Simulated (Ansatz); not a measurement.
HKO (SMILES [OH][K]), charge 0, multiplicity 1, relaxed at each level with Ansatz (a quantum-chemistry and plane-wave program); harmonic frequencies from differences of analytic forces, average atomic masses, frozen cores.

```json
[
 {"level": "HF/def2-TZVPP", "harmonic frequencies (cm⁻¹)": "400 400 449 4230", "ZPE (eV)": "0.340", "cost over HF/def2-TZVPP (rough)": "×1"},
 {"level": "PBE/def2-TZVPP", "harmonic frequencies (cm⁻¹)": "317 317 449 3805", "ZPE (eV)": "0.303", "cost over HF/def2-TZVPP (rough)": "×2"},
 {"level": "r2SCAN/def2-TZVPP", "harmonic frequencies (cm⁻¹)": "379 379 456 3902", "ZPE (eV)": "0.317", "cost over HF/def2-TZVPP (rough)": "×3"},
 {"level": "PBE0/def2-TZVPP", "harmonic frequencies (cm⁻¹)": "359 359 458 3968", "ZPE (eV)": "0.319", "cost over HF/def2-TZVPP (rough)": "×2"},
 {"level": "MP2/def2-TZVPP", "harmonic frequencies (cm⁻¹)": "365 365 441 3947", "ZPE (eV)": "0.317", "cost over HF/def2-TZVPP (rough)": "×2"},
 {"level": "CCSD(T)/def2-TZVPP", "harmonic frequencies (cm⁻¹)": "363 363 442 3930", "ZPE (eV)": "0.316", "cost over HF/def2-TZVPP (rough)": "×7"}
]
```
